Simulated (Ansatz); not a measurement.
Reaction (ligand exchange at the Al–Cl bond): `[OH][Al]([SiH3])[Cl]` + NH₃ → `[NH2][Al]([OH])[SiH3]` + HCl

Isolated molecules relaxed with PBE0-D4/def2-TZVP in Ansatz; ΔE leaves out vibrations. CBS: MP2 limit from def2 TZ/QZ plus the TZ coupled-cluster correction, frozen cores. This one scheme is used for every species. DFT in def2-TZVPP. One conformer a species, not always the lowest.

`[OH][Al]([SiH3])[Cl]`:

Z-matrix (Å, degrees):
```
Si
Al 1 2.433
H 1 1.487 2 111.1
H 1 1.489 2 110.2 3 120.2
H 1 1.489 2 110.4 3 -120.5
Cl 2 2.104 1 122.2 3 -2.6
O 2 1.687 1 119.0 3 177.5
H 7 0.957 2 124.3 1 179.6
```

NH₃:

Cartesian coordinates in Å:
```
N 0.088 0.254 0.084
H 0.270 0.098 -0.900
H 0.549 -0.490 0.593
H -0.908 0.138 0.224
```

`[NH2][Al]([OH])[SiH3]`:

Cartesian coordinates in Å:
```
N 1.306 0.254 -1.575
Al 0.309 0.596 -0.162
O 0.348 2.194 0.414
Si -1.038 -1.162 0.876
H 1.883 0.928 -2.051
H 1.375 -0.647 -2.017
H -0.148 2.499 1.171
H -0.660 -1.373 2.303
H -0.885 -2.470 0.178
H -2.490 -0.820 0.863
```

HCl:

Z-matrix (Å, degrees):
```
Cl
H 1 1.279
```

```tsv
level	ΔE (kJ/mol)
r2SCAN-D4	80.0
r2SCANh-D4	80.8
ωB97X-V	79.8
ωB97M-V	79.5
BLYP	76.2
BHLYP	81.4
LC-ωPBE	77.6
CCSD(T)/def2-SVP	80.2
```

(1) What does CCSD(T)/CBS give? (Estimate.)

Largest T1 diagnostic among the species: 0.013.

Results:

(1) The calculation gave: +78.8 kJ/mol. The listed levels differ from it by 1.2, 2.0, 1.0, 0.7, -2.6, 2.6, -1.2, 1.4 kJ/mol.

In def2-TZVPP, CCSD(T) changes the Hartree–Fock value by −11.1 kJ/mol (the triples alone add −0.5 kJ/mol) and MP2 by −8.5 kJ/mol. From BLYP to BHLYP (50 % exact exchange), in def2-TZVPP and without D4, ΔE moves by +5.1 kJ/mol.
